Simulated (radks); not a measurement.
Values are calculated unless marked as measured or tabulated.
Ionisation of Rh+, [Kr] 4d8, to Rh2+, [Kr] 4d7, under several functionals. Dirac Kohn-Sham, spin-unpolarised, spherical densities, finite nucleus; open shells fill j = l - 1/2 first; a radial shooting solver on a logarithmic mesh with Libxc functionals.

functional                                      E(Rh+) (hartree)  Exc (hartree)  IE (eV)  -e(HOMO) (eV)  <r> HOMO (bohr)  IE error (eV)
SOGGA                                                -4781.95861     -135.88902   19.186         13.282            1.554         +1.106
PBEsol                                               -4782.28901     -136.21988   19.296         13.393            1.555         +1.216
Wu-Cohen GGA                                         -4784.00860     -137.96691   19.303         13.396            1.554         +1.223
LDA (Slater exchange, Perdew-Wang correlation)       -4780.05136     -133.94396   19.553         13.654            1.558         +1.473
exchange-only B88                                    -4783.01719     -136.94239   18.249         12.416            1.571         +0.169
OLYP                                                 -4786.61864     -140.70838   19.250         13.290            1.546         +1.170
HCTH/407                                             -4787.77433     -141.94118   19.637         13.662            1.539         +1.557
B86b exchange with PBE correlation                   -4785.29402     -139.26866   19.321         13.412            1.555         +1.241

NIST Atomic Spectra Database: 18.080 eV (semi-empirical). Closest: exchange-only B88. The Delta-SCF values span 1.39 eV, the total energies 7.72 hartree. The highest occupied level is 4d5/2. Spin polarisation and multiplet splitting are left out, so open shells lie too high by an amount that depends on their filling.

Beside tabulated values, note that spin-unpolarised runs miss the spin-polarisation part of the exchange energy of open shells.
